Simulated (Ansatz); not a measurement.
`N[SiH2]C[SiH3]` and `B[SiH2]C[SiH3]` differ in one atom or group.

Ansatz, PBE0-D4/def2-TZVP geometries, multiplicity 1. Each molecule was computed in one conformer, which needn't be the lowest.

```csv
property,`N[SiH2]C[SiH3]`
size of the dipole moment (B3LYP/def2-TZVPP) / D,1.83
HOMO–LUMO gap (ωB97M-V/def2-TZVPP) / eV,11.67
size of the dipole moment (PBE/def2-TZVPP) / D,1.89
LUMO energy (B3LYP/def2-TZVPP) / eV,0.18
LUMO energy (PBE/def2-TZVPP) / eV,-0.39
size of the dipole moment (ωB97M-V/def2-TZVPP) / D,1.85
```

(1) What does the change do to each property? (An estimate is asked.)

## Answers

(1) The calculation gave: 
```csv
property,`B[SiH2]C[SiH3]`,shift
size of the dipole moment (B3LYP/def2-TZVPP) / D,1.08,-0.75
HOMO–LUMO gap (ωB97M-V/def2-TZVPP) / eV,9.69,-1.98
size of the dipole moment (PBE/def2-TZVPP) / D,1.03,-0.86
LUMO energy (B3LYP/def2-TZVPP) / eV,-2.63,-2.81
LUMO energy (PBE/def2-TZVPP) / eV,-3.44,-3.05
size of the dipole moment (ωB97M-V/def2-TZVPP) / D,1.12,-0.73
```

With PBE0 the HOMO falls by 0.65 eV and the LUMO falls by 2.87 eV, so the gap narrows by about 2.22 eV. PBE moves the HOMO by -0.86 eV and ωB97M-V by -0.44 eV. Dipoles are sizes alone; their direction can turn.

Positive LUMOs are unbound, so they and the gaps depend on the basis.

B3LYP here is the variant with VWN-RPA as its local correlation; programs differ in this.
